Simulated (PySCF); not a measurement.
Geometry:
```tsv
atom	x (Å)	y (Å)	z (Å)
Cl1	1.004	0.403	2.133
C2	1.439	0.189	0.448
C3	0.595	0.786	-0.647
C4	-0.770	1.200	-0.251
C5	-1.484	0.165	0.172
C6	-0.730	-1.130	0.079
C7	0.636	-0.714	-0.433
H8	2.515	0.203	0.330
H9	1.095	1.300	-1.456
H10	-1.089	2.225	-0.300
H11	-2.490	0.200	0.551
H12	-1.219	-1.823	-0.610
H13	-0.665	-1.618	1.055
H14	1.163	-1.386	-1.094
```

[PySCF: coordinates at the GFN2-xTB level; shielding tensors at PBE0/pcSseg-1 (GIAO); non-relativistic; one conformer; no solvent]

Question: List the cross peaks expected in HSQC, COSY and HMBC spectra.

Answer: 

HSQC (one-bond C–H):
```tsv
δH	δC
5.89 (H11)	142.6 (C5)
5.79 (H10)	135.9 (C4)
3.31 (H8)	44.8 (C2)
2.72 (H12)	37.5 (C6)
2.60 (H13)	37.5 (C6)
2.32 (H9)	34.9 (C3)
1.79 (H14)	26.0 (C7)
```

COSY cross peaks (H two or three bonds apart, from the bond graph; peaks can be absent where the dihedral angle is near 90°):
```tsv
δH	δH
5.89 (H11)	5.79 (H10)
5.89 (H11)	2.72 (H12)
5.89 (H11)	2.60 (H13)
5.79 (H10)	2.32 (H9)
3.31 (H8)	2.32 (H9)
3.31 (H8)	1.79 (H14)
2.72 (H12)	2.60 (H13)
2.72 (H12)	1.79 (H14)
2.60 (H13)	1.79 (H14)
2.32 (H9)	1.79 (H14)
```

HMBC (two and three bonds, from the bond graph):
```tsv
δH	δC
5.89 (H11)	135.9 (C4), 37.5 (C6), 34.9 (C3), 26.0 (C7)
5.79 (H10)	142.6 (C5), 44.8 (C2), 37.5 (C6), 34.9 (C3), 26.0 (C7)
3.31 (H8)	135.9 (C4), 37.5 (C6), 34.9 (C3), 26.0 (C7)
2.72 (H12)	142.6 (C5), 135.9 (C4), 44.8 (C2), 34.9 (C3), 26.0 (C7)
2.60 (H13)	142.6 (C5), 135.9 (C4), 44.8 (C2), 34.9 (C3), 26.0 (C7)
2.32 (H9)	142.6 (C5), 135.9 (C4), 44.8 (C2), 37.5 (C6), 26.0 (C7)
1.79 (H14)	142.6 (C5), 135.9 (C4), 44.8 (C2), 37.5 (C6), 34.9 (C3)
```

Chemical shifts δ = σref − σ; 1H (σ = 31.72 ppm), 13C (σ = 186.93 ppm) vs TMS, all at this level.

Carbons that carry Cl, above all several Cl atoms, come out too deshielded, partly because spin–orbit coupling is missing. Shifts are as computed. Against solution values, carbons near 30 ppm lie about +3 ppm off and those near 130 ppm about +5 ppm; carbons on Cl a further +6 ppm. Of 1211 compounds with measured shifts, 218 miss one by over three times the rms of a fit or turn the order of signals round; such compounds aren't used in these exercises.
